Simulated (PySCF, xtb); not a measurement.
3-ethenoxyprop-1-ene (C5H8O), SMILES C=CCOC=C. Atoms are numbered in the order given.

```xyz
14

C      2.2596     0.8747     0.3797
C      1.9483    -0.4084     0.1923
C      0.5655    -0.9332    -0.0419
O     -0.3727     0.1208    -0.0515
C     -1.6786    -0.2279    -0.1282
C     -2.6546     0.6591    -0.3385
H      1.4862     1.6457     0.3705
H      3.2939     1.1858     0.5458
H      2.7294    -1.1778     0.2002
H      0.5357    -1.4852    -1.0043
H      0.3098    -1.6702     0.7479
H     -1.8891    -1.2972     0.0119
H     -2.4336     1.7194    -0.4793
H     -3.6928     0.3271    -0.3616
```

The structure is a stationary point at B3LYP-D3(BJ)/def2-SVP. One conformer was computed; it need not be the lowest.

Method: C-PCM-PBE0/def2-SVP (PySCF).

The values are the electrostatic part of the solvation free energy, E(continuum) − E(gas) at the gas-phase geometry, in a cavity of scaled van der Waals radii (PySCF's table); cavitation and dispersion terms are not included. In vacuum the orbital gap is 6.90 eV. The dipole moment in vacuum is 1.69 D.

```csv
solvent,ε,ΔG(elec) (kcal/mol),dipole (D),gap (eV)
water,78.36,-4.2,2.48,7.03
dichloromethane,8.93,-3.7,2.37,7.01
ethylethanoate,5.99,-3.4,2.32,7.01
```

For comparison, GFN2-xTB/ALPB(water) (xtb, at the GFN2-xTB geometry, all terms of that model) gives -1.6 kcal/mol.
